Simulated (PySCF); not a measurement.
A GIAO shielding run with PySCF (density fitting, non-relativistic, gas phase) on SMILES C=CC[SiH2]C#C[SiH2]CC#N, C₇H₁₁NSi₂:

```
$ OMP_NUM_THREADS=1 python probes_run.py task.json out

{"job": {"kind": "nmr", "xc": "PBE0", "basis": "pcSseg-1"}, "charge": 0, "multiplicity": 1}
C     -4.954302     0.042158    -0.308610
C     -3.994514    -0.649413     0.279770
C     -2.619911    -0.143384     0.532278
Si    -1.363973    -0.922657    -0.683075
C      0.297866    -0.249261    -0.209931
C      1.372818     0.207250     0.112667
Si     3.009723     0.910282     0.608151
C      4.260510     0.158791    -0.647424
C      5.580906     0.620739    -0.372566
N      6.627319     1.012331    -0.122386
H     -5.932576    -0.370292    -0.486923
H     -4.800621     1.059358    -0.631171
H     -4.177396    -1.670466     0.591258
H     -2.595834     0.942468     0.428100
H     -2.319621    -0.383093     1.554130
H     -1.669766    -0.523086    -2.060374
H     -1.330033    -2.383622    -0.546518
H      3.001353     2.368455     0.469450
H      3.360793     0.476374     1.962351
H      3.991044     0.444840    -1.665658
H      4.247296    -0.930829    -0.586329
```

Hardware: 1 thread of an Arm Neoverse N1, shared host. The job also computes population analyses, field gradients.

(1) How large is the calculation?

(2) How long does it take, and how much memory does it need?

Results:

(1) 88 electrons, 239 basis functions and 1277 auxiliary functions.

(2) 100 s of wall time, with 15 SCF cycles and 5 response iterations; peak memory 1.1 GiB. Times on a shared host scatter by some tens of per cent.
